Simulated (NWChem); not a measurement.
stibine (SbH$_{3}$); SMILES [SbH3]

Computed with NWChem. Geometry: optimised at PBE0-D3(BJ)/def2-TZVP. def2 effective core potentials on Sb; no spin-orbit coupling. Ions are spin-unrestricted doublets at the neutral geometry; other ion states weren't tried.

Task: What does the run give for r2SCAN/def2-TZVP? Quantities: vertical ionisation energy, ΔSCF (eV); −ε(HOMO) (eV).

Result: 
```yaml
vertical ionisation energy, ΔSCF (eV): 9.88
"−ε(HOMO) (eV)": 6.76
```
